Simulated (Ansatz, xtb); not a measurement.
# C3H11NSSi2: which of two isomers lies lower

Structure a: `C=C(C)[SiH2]S[SiH2]N`, a singlet. Structure b: `C[Si@@H]1CCN[SiH2]S1`, a singlet. Both are isolated molecules in the gas phase, relaxed with B3LYP/def2-SVP, each in the lowest conformer that the search found.

Quicker runs give these differences E(b) − E(a): GFN2-xTB −20.8 kcal/mol; HF/STO-3G −58.0 kcal/mol (at GFN2-xTB geometries); r2SCAN-D4/def2-SVP −29.0 kcal/mol (at GFN2-xTB geometries).

Problem. Estimate E(b) − E(a) at the level CCSD(T)/def2-SVP + ΔMP2/def2-TZVPP.

Solution. Calculated at CCSD(T)/def2-SVP + ΔMP2/def2-TZVPP: E(b) − E(a) = −21.0 kcal/mol, so structure b lies lower.

Level by level:

```tsv
level	geometry	E(b) − E(a) (kcal/mol)	departure from the last row (kcal/mol)	job, with rough time for the two
GFN2-xTB	GFN2-xTB	−20.8	+0.2	optimisation, 0.59 s
HF/STO-3G	GFN2-xTB	−58.0	−37.0	single point, 0.58 s
r2SCAN-D4/def2-SVP	GFN2-xTB	−29.0	−8.0	single point, 6.2 s
B3LYP/def2-SVP	B3LYP/def2-SVP	−20.7	+0.3	optimisation, 3.1 min
HF/def2-SVP	B3LYP/def2-SVP	−18.9	+2.0	part of the CCSD(T) run
MP2/def2-SVP	B3LYP/def2-SVP	−23.8	−2.8	part of the CCSD(T) run
CCSD(T)/def2-SVP	B3LYP/def2-SVP	−21.6	−0.6	single point
CCSD(T)/def2-SVP + ΔMP2/def2-TZVPP	B3LYP/def2-SVP	−21.0		single point, 2.3 min
```

As drawn, b has 1 C–Si, 1 C–N, 2 C–H in place of 1 C=C, 1 Si–H, 1 N–H. Structure a has no ring, b a 6-membered ring.

The levels shown agree on the order. The largest departure from CCSD(T)/def2-SVP + ΔMP2/def2-TZVPP is that of HF/STO-3G, 37.0 kcal/mol. The last row adds to CCSD(T) the change of the MP2 difference between the two basis sets, here +0.6 kcal/mol.

With thermal terms from frequencies at re-optimised GFN2-xTB minima (ideal gas, soft modes damped towards free rotors, one conformer each, 298.15 K, 1 atm): the zero-point term adds +3.9 kcal/mol; ΔH is −18.3 and ΔG −15.2 kcal/mol.

The correlated steps freeze 19 core orbitals. Mirror images aren't counted in ΔG. Codes used: Ansatz 0.2.0, xtb 6.7.1; the last row on 4 threads of Arm Neoverse V1 on a shared host.
